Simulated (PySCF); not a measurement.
Geometries of 3 isomers of C3H10BN, from PySCF, PBE0-D3(BJ)/def2-SVP geometry optimisation, gas phase. One conformer each, no zero-point energy, no frequencies.

Question: Which isomer lies lowest at this level?
A.
```xyz
15
angstrom
C      1.939    0.451    0.111
C      0.825   -0.583    0.197
B     -0.636   -0.128   -0.223
C     -1.850   -1.149   -0.165
N     -0.861    1.186   -0.652
H      2.048    0.845   -0.913
H      2.920    0.041    0.401
H      1.744    1.312    0.772
H      1.075   -1.471   -0.415
H      0.752   -0.986    1.225
H     -2.646   -0.783    0.505
H     -2.313   -1.270   -1.159
H     -1.555   -2.149    0.187
H     -1.767    1.533   -0.935
H     -0.127    1.879   -0.713
```
B.
```xyz
15
angstrom
B     -2.108   -0.155    0.009
N     -0.534    0.262   -0.001
C      0.380   -0.814   -0.386
C      1.828   -0.445   -0.415
C      2.355    0.744   -0.119
H     -2.711    0.856    0.351
H     -2.203   -1.070    0.820
H     -2.364   -0.502   -1.138
H     -0.289    0.610    0.928
H     -0.420    1.055   -0.636
H      0.051   -1.182   -1.371
H      0.205   -1.651    0.309
H      2.495   -1.262   -0.714
H      1.750    1.604    0.187
H      3.433    0.910   -0.172
```
C.
```xyz
15
angstrom
C     -0.836   -1.129    0.278
C      0.379   -0.212    0.128
C      0.066    0.959   -0.808
B      1.621   -1.025   -0.420
N      2.826   -1.112    0.272
H     -1.712   -0.581    0.666
H     -1.124   -1.564   -0.693
H     -0.639   -1.967    0.967
H      0.623    0.203    1.126
H     -0.812    1.530   -0.460
H      0.910    1.662   -0.886
H     -0.158    0.601   -1.827
H      1.545   -1.602   -1.489
H      3.628   -1.622   -0.073
H      2.981   -0.665    1.167
```

Answer: A. That is `CCB(C)N`, 11.3 kcal/mol below the next.

| SMILES | atoms numbered as above | E (Eh) | relative (kcal/mol) | relative (kJ/mol) | dipole (D) |
| --- | --- | --- | --- | --- | --- |
| CCB(C)N | [CH3:1][CH2:2][B:3]([CH3:4])[NH2:5] | -199.62131 | 0.0 | 0.0 | 1.42 |
| CC(C)BN | [CH3:1][CH:2]([CH3:3])[BH:4][NH2:5] | -199.60332 | 11.3 | 47.2 | 1.96 |
| [BH3-][NH2+]CC=C | [BH3-:1][NH2+:2][CH2:3][CH:4]=[CH2:5] | -199.52454 | 60.7 | 254.1 | 5.57 |
